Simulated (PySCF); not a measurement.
## Energy of Co⁺ (cobalt, charge +1) between two integer charges

The 3d beta orbital of [Ar] 3d8 is emptied in steps (occupation f), with all orbitals relaxed, ending at [Ar] 3d7. Computed with PySCF 2.14 in def2-SVP (5s3p2d1f, 31 functions), with no relativity, point nucleus. The exact energy is a straight line in f; departures are measured from the line between the end points of the same method.

Question: Among UHF, LDA, PBE, which shows the largest delocalisation error (convex curve), and which is closest to linear?

Answer: Most convex: LDA (-1.939 eV at f = 0.4); closest to linear: UHF (0.679 eV).

```json
{"f": "1", "UHF (eV)": "0.000", "LDA (eV)": "0.000", "PBE (eV)": "0.000"}
{"f": "0.8", "UHF (eV)": "0.489", "LDA (eV)": "-1.279", "PBE (eV)": "-1.243"}
{"f": "0.6", "UHF (eV)": "0.706", "LDA (eV)": "-1.929", "PBE (eV)": "-1.872"}
{"f": "0.4", "UHF (eV)": "0.679", "LDA (eV)": "-1.939", "PBE (eV)": "-1.880"}
{"f": "0.2", "UHF (eV)": "0.436", "LDA (eV)": "-1.300", "PBE (eV)": "-1.258"}
{"f": "0", "UHF (eV)": "0.000", "LDA (eV)": "0.000", "PBE (eV)": "0.000"}
```

```tsv
method	E(f=0) − E(f=1) (eV)	−ε at f=1 (eV)	−ε at f=0.4 (eV)
UHF	14.311	17.495	13.616
LDA	17.762	9.812	19.324
PBE	17.332	9.598	18.859
```

Reference removal energy between the ground levels: 17.084 eV (measured; NIST Atomic Spectra Database, ionization energies). The calculation has no spin-orbit coupling. The determinant left behind need not be the lowest term of the ion. UHF lacks correlation.
